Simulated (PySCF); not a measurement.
## From orbital energies to the Hartree-Fock energy

System: Li2, singlet, at a GFN2-xTB geometry (such geometries of metal compounds can be far from the true shape). Level: HF/cc-pVTZ (PySCF). Sums are taken with unrounded values, so a last digit can differ.

Occupied orbital energies (Eh, each doubly occupied): -2.45185, -2.45033, -0.18914. One-electron energy -23.68617 Eh, nuclear repulsion 2.07149 Eh.

Question: Work out the total energy, and say why twice the sum of orbital energies isn't the electronic energy.

Answer: Twice the sum of the occupied levels is -10.18265 Eh. It holds the one-electron energy once and the electron-electron energy twice, since each pair is counted from both sides: 2Σε = E1 + 2 E2. So E2 = (-10.18265 - (-23.68617))/2 = 6.75176 Eh, and E = E1 + E2 + E_nuc = -14.86292 Eh. PySCF's converged energy is -14.86292 Eh.
